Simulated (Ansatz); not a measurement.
C$_{3}$H$_{9}$ClInN (`CC[N](C)[InH][Cl]`), relaxed with RKS PBE0-D4/def2-TZVP in the Gaussian-basis code of Ansatz from a GFN2-xTB geometry. The force threshold is 0.005 eV/Å; the program also tests the step.

Charge 0, multiplicity 1. In takes the def2 core potential.

Start:

```xyz
15

C     1.627   -0.206    0.678
C     0.917    0.469   -0.500
N    -0.495    0.195   -0.613
C    -0.835   -1.168   -0.961
In   -1.713    1.072    0.843
Cl   -1.180    3.129    1.732
H     1.621   -1.289    0.578
H     1.119    0.066    1.611
H     2.661    0.128    0.732
H     1.405    0.169   -1.436
H     1.022    1.558   -0.396
H    -1.919   -1.286   -0.883
H    -0.355   -1.924   -0.328
H    -0.546   -1.354   -2.001
H    -3.331    0.442    0.943
```

```tsv
step	energy (eV)	largest force (eV/Å)	largest move (Å)
1	-22437.9213	1.223	0.000
2	-22438.0717	0.482	0.166
3	-22438.1150	0.460	0.130
4	-22438.1347	0.271	0.121
5 (rejected)	-22438.1051	0.872	0.200
6	-22438.1434	0.024	0.099
7	-22438.1453	0.046	0.073
8	-22438.1461	0.053	0.076
9	-22438.1467	0.046	0.038
10	-22438.1472	0.024	0.033
11 (rejected)	-22438.1455	0.172	0.059
12	-22438.1476	0.017	0.028
13	-22438.1477	0.018	0.023
14	-22438.1477	0.007	0.018
15	-22438.1477	0.001	0.002
```

End:

```xyz
15

C     1.750   -0.255    0.618
C     0.831    0.501   -0.331
N    -0.550    0.072   -0.293
C    -0.797   -1.218   -0.889
In   -1.976    1.116    0.636
Cl   -1.066    3.093    1.496
H     1.763   -1.326    0.406
H     1.428   -0.116    1.653
H     2.776    0.112    0.529
H     1.207    0.397   -1.360
H     0.875    1.567   -0.091
H    -1.865   -1.451   -0.890
H    -0.289   -2.038   -0.365
H    -0.457   -1.240   -1.935
H    -3.627    0.785    0.816
```

Run time 40 s (2 threads of an AMD EPYC 7R13 on a shared host and a share of an NVIDIA H100 80 GB); peak host memory 0.93 GiB.
